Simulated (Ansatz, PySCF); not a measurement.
H₂Te, triplet, at the geometry of the source list (a higher spin typed on purpose: for a closed-shell molecule this is an excited state) (core potentials on Te). Base run: PySCF with R2SCAN/def2-SVPD.

Here is a job for PySCF.
```python
from pyscf import gto, scf, dft

mol = gto.Mole()
mol.atom = '''
    Te   -0.00170000    0.78910000    0.00000000
    H    -1.13910000   -0.39800000    0.00000000
    H     1.14080000   -0.39100000    0.00000000
'''
mol.basis = 'def2-svpd'
mol.ecp = {'Te': 'def2-svpd'}
mol.spin = 2
mol.verbose = 4
mol.build()

mf = dft.UKS(mol)
mf.xc = 'r2scan'
mf.kernel()
```

The same geometry, method and basis name were run in Ansatz (a first-principles code) and PySCF, at each program's defaults and at the settings that a row names. The base is PySCF at its defaults. Differences at the defaults can come from grids, fitting, cores and function types together.

```json
[
 {"code and settings": "PySCF, defaults (exact integrals, its default grid, spherical functions)", "ΔE vs base (mEh)": "0.000", "basis functions": "51", "E (Eh)": "-269.16254", "SCF cycles": "11", "dipole (D)": "0.25"},
 {"code and settings": "Ansatz, defaults (factorised integrals, its default grid, spherical functions)", "ΔE vs base (mEh)": "0.021", "basis functions": "51", "E (Eh)": "-269.16252", "SCF cycles": "-", "dipole (D)": "-"},
 {"code and settings": "PySCF, density fitting with def2-universal-jkfit", "ΔE vs base (mEh)": "-0.076", "basis functions": "51", "E (Eh)": "-269.16262", "SCF cycles": "11", "dipole (D)": "0.26"},
 {"code and settings": "PySCF, fine grid", "ΔE vs base (mEh)": "0.029", "basis functions": "51", "E (Eh)": "-269.16251", "SCF cycles": "11", "dipole (D)": "0.25"},
 {"code and settings": "Ansatz, high accuracy", "ΔE vs base (mEh)": "0.021", "basis functions": "51", "E (Eh)": "-269.16252", "SCF cycles": "-", "dipole (D)": "-"}
]
```

Open shells are given as the SCF converged; they aren't shown to be the lowest states, and a large step between rows can be another state.
